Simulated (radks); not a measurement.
Results of a calculation; reference values are marked as such.
Task: All-electron atom: C II in [He] 2s2 2p1. Code: a radial shooting solver on a logarithmic mesh with Libxc functionals. Model: scalar-relativistic Kohn-Sham, LDA (Slater exchange, VWN5 correlation), spin-polarised, spherical densities, finite nucleus; open shells are filled with parallel spins first; Fermi nuclear charge, rms radius 2.4702 fm. Some entries of the table are withheld. Estimate them.

| orbital | occ. | eigenvalue (hartree) | <r> (bohr) | <1/r> (bohr^-1) |
|---|---|---|---|---|
| 1s up | 1 | -10.50909 | 0.2728 | 5.605 |
| 1s down | 1 | -10.48593 | 0.2722 | 5.615 |
| 2s up | 1 | -0.96685 | 1.460 | 0.9919 |
| 2s down | 1 | -0.90433 | 1.487 | 0.9718 |
| 2p up | 1 | (1) | 1.479 | 0.8905 |
| 2p down | 0 | (2) | 1.532 | 0.8659 |
| 3s up | 0 | -0.18344 | 4.642 | 0.3006 |
| 3s down | 0 | -0.17440 | 4.810 | 0.2892 |
| 3p up | 0 | -0.12664 | (3) | 0.2515 |
| 3p down | 0 | -0.11981 | (4) | 0.2402 |

Result: 
(1) 2p up eigenvalue (hartree): -0.65517
(2) 2p down eigenvalue (hartree): -0.59262
(3) 3p up <r> (bohr): 5.503
(4) 3p down <r> (bohr): 5.776
